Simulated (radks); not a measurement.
Fractional charge and spin in the 5p shell of promethium: the spin-up occupation runs from 2 to 3 and the spin-down occupation from 2 to 3; the fullest corner is Pm+, [Kr] 4d10 4f(up 2.5, down 2.5) 5s2 6s(up 0.5, down 0.5) 5p(up 3, down 3). Calculated with a radial shooting solver on a logarithmic mesh with Libxc functionals: scalar-relativistic Kohn-Sham, r2SCAN, spin-polarised, spherical densities, finite nucleus; meta-GGA in the generalised Kohn-Sham scheme; Fermi nuclear charge, rms radius of each element as measured or else 0.836 A^(1/3) + 0.57 fm. Energy (eV) minus the two flat planes that join the four corners (they meet along the diagonal where the two added fractions sum to one electron); zero is where a piecewise linear energy would lie.

| down \ up | 2 | 2.25 | 2.5 | 2.75 | 3 |
|---|---|---|---|---|---|
| 2 | 0.000 | -1.073 | -1.427 | -1.067 | 0.000 |
| 2.25 | -1.073 | -1.342 | -0.904 | 0.234 | -0.987 |
| 2.5 | -1.427 | -0.904 | 0.312 | -0.837 | -1.309 |
| 2.75 | -1.067 | 0.234 | -0.837 | -1.237 | -0.976 |
| 3 | 0.000 | -0.987 | -1.309 | -0.976 | 0.000 |

Corners above the fullest one (they belong to Pm2+ and the next ion): (up 3, down 2) 34.712 eV, (up 2, down 3) 34.712 eV, (up 2, down 2) 81.633 eV. With half an added electron in each spin the energy lies 0.312 eV from the planes, and with half an added electron in spin up alone -1.427 eV. The planes are only a guide here: the flat-plane condition holds for ground states with one frontier orbital, while this shell lies below other occupied shells, so the corners above the fullest one are inner-hole states and not the ground states of those ions.
